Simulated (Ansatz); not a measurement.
System: ICl (charge -1, doublet). 
Geometry from a B3LYP-D3(BJ)/def2-TZVP (Ansatz, an electronic-structure program) optimisation:
```
Cl
I 1 2.9782
```
Charge -1, spin multiplicity 2.

Parts of the frozen-core correlation energy in def2-SVP (Ansatz, hartree). Frozen orbitals: 14; correlated occupied orbitals by spin: 8 and 7; virtual: 22 and 23. Open shells are spin-unrestricted. Spin-orbit coupling is left out. In def2 rows, elements after Kr have scalar-relativistic effective core potentials. The program attaches cautions to this run: other roots.

| term | value |
|---|---|
| reference (HF) | -756.06720 |
| MP2 opposite-spin | -0.16178 |
| MP2 same-spin | -0.06087 |
| CCSD correlation | -0.24515 |
| (T) | -0.00315 |
| CCSDT minus CCSD(T) | -0.00035 |
| T1 diagnostic | 0.007 |
| largest doubles amplitude | 0.045 |
| <S^2> of the reference | 0.764 |
